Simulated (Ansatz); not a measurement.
A calculation with Ansatz (development build ahead of 0.2.0).

```yaml
crystal:
  periodic: [false, false, false]
  atoms:
    - { symbol: Mg, position_ang: [-0.975, -0.975, -0.975] }
    - { symbol: O, position_ang: [-0.975, -0.975, 0.975] }
    - { symbol: O, position_ang: [-0.975, 0.975, -0.975] }
    - { symbol: Mg, position_ang: [-0.975, 0.975, 0.975] }
    - { symbol: O, position_ang: [0.975, -0.975, -0.975] }
    - { symbol: Mg, position_ang: [0.975, -0.975, 0.975] }
    - { symbol: Mg, position_ang: [0.975, 0.975, -0.975] }
    - { symbol: O, position_ang: [0.975, 0.975, 0.975] }
basis:
  gaussian: { orbitals: def2-SVP }
hamiltonian:
  xc: hf
correlation:
  method: mp2
  frozen_orbitals: { Mg: 1, O: 1 }
```

The input is written out in the form of the current development build from the run's settings.

Results

```yaml
Converged: yes
Reference_energy: -1097.64813 hartree
Correlation_energy: -0.91612 hartree
Total_energy: -1098.56425 hartree
Spin_squared_of_the_determinant: 0.000
```
